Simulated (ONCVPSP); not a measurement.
# Cutoff test, Ge (Z = 32), ONCV

ONCVPSP 4.0.1 input, shortened (lines: element, Z, core and valence counts, functional; n l f; lmax; l rc ep ncon nbas qcut; lloc lpopt rc5 dvloc0; l nproj debl; icmod fcfact rcfact), LDA (Perdew-Wang 92), scalar-relativistic:

```
  Ge 32.00    5    3  -001012      upf
    1    0    2.00
    2    0    2.00
    2    1    6.00
    3    0    2.00
    3    1    6.00
    3    2   10.00
    4    0    2.00
    4    1    1.50
    3
    0    1.60    0.00    4    8    4.10
    1    1.75    0.00    5    9    4.90
    2    1.05    0.00    4    8   17.60
    3    1.85    0.41    5    8    6.20
    4    5    0.95   -1.00
    0    2    3.40
    1    1    1.40
    2    1    4.00
    3    1    3.90
    1    0.35    0.00
```

**Question.** For each optimised wave give the share of its norm inside rc, the residual kinetic energy above qcut (Ha) and the cutoffs (Ha) for errors of 10, 1, 0.1 and 0.01 mHa per electron.

**Answer.**

| wave | norm inside rc | residual KE | 10 mHa | 1 mHa | 0.1 mHa | 0.01 mHa |
| --- | --- | --- | --- | --- | --- | --- |
| 4s | 0.292 | 1.2e-03 | 6.0 | 8.9 | 30.3 | 60.1 |
| s projector 2 | 0.093 | 1.5e-02 | 8.9 | 24.7 | 84.8 | 99.3 |
| 4p | 0.190 | 9.5e-05 | 2.0 | 7.2 | 12.1 | 77.8 |
| 3d | 0.826 | 3.7e-08 | 92.4 | 109.0 | 122.5 | 134.0 |
| f projector 1 | 0.013 | 1.0e-05 | 2.4 | 6.5 | 13.1 | 19.3 |

The occupied waves need 109 Ha and 123 Ha for 1 and 0.1 mHa. Note: ghosts flagged at negative energy: s at -24.0 eV; GHOST(+) flagged for p at 20.1 eV. A true bound ghost makes a file unfit for plane-wave use.
